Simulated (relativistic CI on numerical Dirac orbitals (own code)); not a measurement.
Slater and spin-orbit integrals, Hg LXII

These numbers are calculated, not measured: Dirac-Coulomb-Breit CI, separate exchange-only KLI orbitals for each configuration, QED by a radiative potential, unscaled Slater integrals (own radial code, finite nucleus).

Slater integrals F^k, G^k are unscaled and averaged over j, outside the closed core [Ne]; ζ comes from projecting the Hamiltonian with its Breit term on Σ l·s of the shell.

- 3s2.3p6.3d: ζ(3d) = 358950 cm⁻¹; <r>(3d) = 0.1499, <r^2>(3d) = 0.02595 (bohr units).
- 3s2.3p5.3d2: ζ(3p) = 2.6796e+06, F^2(3d,3d) = 683850, F^4(3d,3d) = 442580, F^2(3p,3d) = 585580, G^1(3p,3d) = 612290, G^3(3p,3d) = 411850, ζ(3d) = 356470 cm⁻¹; <r>(3p) = 0.168, <r^2>(3p) = 0.03277, <r>(3d) = 0.1501, <r^2>(3d) = 0.02601 (bohr units).
- 3s.3p6.3d2: F^2(3d,3d) = 683540, F^4(3d,3d) = 442370, G^2(3s,3d) = 476870, ζ(3d) = 357840 cm⁻¹; <r>(3s) = 0.1698, <r^2>(3s) = 0.03301, <r>(3d) = 0.1501, <r^2>(3d) = 0.02603 (bohr units).

Question: Give the Racah parameters of the d shell in 3s2.3p5.3d2.

Answer: B = F²/49 − 5F⁴/441 = 8938 cm⁻¹ and C = 35F⁴/441 = 35125 cm⁻¹.

Averages of the first 10 configurations, taken without configuration mixing, which lowers the lowest level and can move excited configurations by several eV; other configurations of the list can lie among them:

| Configuration | Parity | States | Average energy above the lowest level (eV) |
| --- | --- | --- | --- |
| 3s2.3p6.3d | even | 10 | 67.6 |
| 3s2.3p5.3d2 | odd | 270 | 600.4 |
| 3s.3p6.3d2 | even | 90 | 1183.0 |
| 3s2.3p6.4s | even | 2 | 2571.4 |
| 3s2.3p6.4p | odd | 6 | 2795.2 |
| 3s2.3p6.4d | even | 10 | 3013.8 |
| 3s2.3p5.3d.4s | odd | 120 | 3092.3 |
| 3s2.3p6.4f | odd | 14 | 3154.4 |
| 3s2.3p5.3d.4p | even | 360 | 3316.5 |
| 3p6.3d3 | even | 120 | 2311.4 |
